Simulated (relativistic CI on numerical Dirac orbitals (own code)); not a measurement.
# Zn¹⁹⁺: computed level list

Calculated at this level of theory: Dirac-Coulomb-Breit CI, orbitals from a KLI potential per configuration, a model potential for QED, unscaled Slater integrals (own radial code, finite nucleus).

CI space (outside the closed core [Ne]): 3s, 3p, 3d, 4s, 4p, 4d, 4f, 5s, 5p, 5d, 5f, 5g, 6s, 6p, 6d, 7s, 7p. Levels of other configurations are missing.

The lowest level is 3s ²S1/2, with 100 % of that term; Hund's rules for 3s give ²S with J = 1/2, in agreement.

```csv
No.,Configuration,Term,J,E (eV),%,Next component (%),Lifetime (s),jj configuration (%)
1,3s,²S,1/2,0.000,100,,,3s (100)
2,3p,²P°,1/2,43.124,100,,1.17e-10,3p1/2 (100)
3,3p,²P°,3/2,48.448,100,,8.19e-11,3p3/2 (100)
4,3d,²D,3/2,106.655,100,,4.05e-11,3d3/2 (100)
5,3d,²D,5/2,107.509,100,,4.83e-11,3d5/2 (100)
6,4s,²S,1/2,344.384,100,,1.47e-12,4s (100)
7,4p,²P°,1/2,361.727,100,,1.55e-12,4p1/2 (100)
8,4p,²P°,3/2,363.825,100,,1.66e-12,4p3/2 (100)
9,4d,²D,3/2,385.358,100,,9.49e-13,4d3/2 (100)
10,4d,²D,5/2,385.744,100,,9.39e-13,4d5/2 (100)
11,4f,²F°,5/2,395.542,100,,4.12e-13,4f5/2 (100)
12,4f,²F°,7/2,395.691,100,,4.13e-13,4f7/2 (100)
13,5s,²S,1/2,493.088,100,,1.85e-12,5s (100)
14,5p,²P°,1/2,501.698,100,,1.88e-12,5p1/2 (100)
15,5p,²P°,3/2,502.738,100,,2.01e-12,5p3/2 (100)
16,5d,²D,3/2,513.164,100,,1.23e-12,5d3/2 (100)
17,5d,²D,5/2,513.367,100,,1.22e-12,5d5/2 (100)
18,5f,²F°,5/2,518.277,100,,7.59e-13,5f5/2 (100)
19,5f,²F°,7/2,518.353,100,,7.61e-13,5f7/2 (100)
20,5g,²G,7/2,518.833,100,,1.46e-12,5g7/2 (100)
21,5g,²G,9/2,518.880,100,,1.46e-12,5g9/2 (100)
22,6s,²S,1/2,570.772,100,,2.60e-12,6s (100)
23,6p,²P°,1/2,575.651,100,,2.60e-12,6p1/2 (100)
24,6p,²P°,3/2,576.241,100,,2.75e-12,6p3/2 (100)
25,6d,²D,3/2,582.090,100,,1.77e-12,6d3/2 (100)
26,6d,²D,5/2,582.209,100,,1.77e-12,6d5/2 (100)
27,7s,²S,1/2,616.429,100,,3.59e-12,7s (100)
28,7p,²P°,1/2,619.455,100,,3.72e-12,7p1/2 (100)
29,7p,²P°,3/2,619.822,100,,3.91e-12,7p3/2 (100)
```

Energies count from the lowest computed level; ° marks odd parity; lifetimes are radiative, by E1, M1, E2, M2 decay to levels of this space only. Filled j subshells are mostly left out of the jj labels.

The mean weight of the leading LS term, summed over parents, in these 29 levels is 100 %, and that of the leading jj configuration (from the same eigenvectors) 100 %.

At this charge energies of transitions that change n are usually good to better than 1 %, and those within a shell (Δn = 0) to a few per cent.
